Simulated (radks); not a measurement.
Question: All-electron atom: Ne V in [He] 2s2 2p2. Calculated with a radial shooting solver on a logarithmic mesh with Libxc functionals: non-relativistic Kohn-Sham, r2SCAN, spin-polarised, spherical densities, point nucleus; open shells are filled with parallel spins first; meta-GGA in the generalised Kohn-Sham scheme. Some entries of the table are withheld. Estimate them.

orbital  occ.  eigenvalue (hartree)  <r^2> (bohr^2)  <1/r> (bohr^-1)
1s up       1             -35.27031         0.03364              (1)
1s down     1             -35.13418         0.03325              (2)
2s up       1              -4.99363          0.6761            1.930
2s down     1              -4.67767          0.7107            1.868
2p up       2              -4.15311          0.6017            1.836
2p down     0              -3.80086          0.6503            1.780

Answer: 
(1) 1s up <1/r> (bohr^-1): 9.609
(2) 1s down <1/r> (bohr^-1): 9.642
